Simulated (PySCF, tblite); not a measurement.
Isomers of C4H12OSi2, one GFN2-xTB conformer each. Single-point energies are computed at PBE0/pcSseg-1 (PySCF, gas phase, no added dispersion term), electronic only.

**Question.** Rank them by PBE0/pcSseg-1 energy, lowest first (kJ/mol).
A. `[SiH3:1][CH2:2][CH2:3][O:4][C@H:5]1[CH2:6][SiH2:7]1` with Si1–C2–C3–O4 34°, C2–C3–O4–C5 -168°, C3–O4–C5–C6 75°
B. `[CH2:1]=[CH:2][CH2:3][SiH2:4][CH2:5][O:6][SiH3:7]` with C1–C2–C3–Si4 -100°, C2–C3–Si4–C5 61°, C3–Si4–C5–O6 61°, Si4–C5–O6–Si7 179°
C. `[CH3:1][C:2]([CH3:3])([CH:4]=[O:5])[SiH2:6][SiH3:7]` with C1–C2–C4–O5 -56°, C1–C2–Si6–Si7 68°

**Answer.** B (0.0), C (8.5), A (151.1).

As drawn, the lowest has an Si–O bond and a C=C bond outside aromatic rings, which the highest lacks; the highest has a three-membered ring, which the lowest lacks. Neighbours under 10 kJ/mol apart (C=CC[SiH2]CO[SiH3] and CC(C)(C=O)[SiH2][SiH3]) can change places with a better method, another conformer or zero-point energy. GFN2-xTB itself gives, in the same order: 0.0, 94.7, 187.5. Both levels put the same isomer lowest; measured from each level's own lowest isomer, the values differ by up to 86.2 kJ/mol (CC(C)(C=O)[SiH2][SiH3]: 94.7 against 8.5).

**Question.** Which frontier levels, dipoles and rotational constants go with these structures?

**Answer.** 
```tsv
SMILES	HOMO (eV, PBE0/pcSseg-1)	LUMO (eV)	dipole (D)	A, B, C (MHz)
C=CC[SiH2]CO[SiH3]	-7.11	0.14	0.82	2398, 991.3, 778.7
CC(C)(C=O)[SiH2][SiH3]	-7.43	-1.20	2.68	2540, 1309, 1111
[SiH3]CCO[C@H]1C[SiH2]1	-6.94	0.22	1.77	3263, 960.7, 827.3
```

**Question.** What happens when harmonic zero-point energies from GFN2-xTB frequencies are added?

**Answer.** 
```json
{"SMILES": "C=CC[SiH2]CO[SiH3]", "ZPE (kJ/mol)": "368.8", "electronic (kJ/mol)": "0.0", "with ZPE (kJ/mol)": "0.0"}
{"SMILES": "CC(C)(C=O)[SiH2][SiH3]", "ZPE (kJ/mol)": "370.6", "electronic (kJ/mol)": "8.5", "with ZPE (kJ/mol)": "10.4"}
{"SMILES": "[SiH3]CCO[C@H]1C[SiH2]1", "ZPE (kJ/mol)": "373.4", "electronic (kJ/mol)": "151.1", "with ZPE (kJ/mol)": "155.7"}
```

The zero-point energies span 4.6 kJ/mol. The order is unchanged.
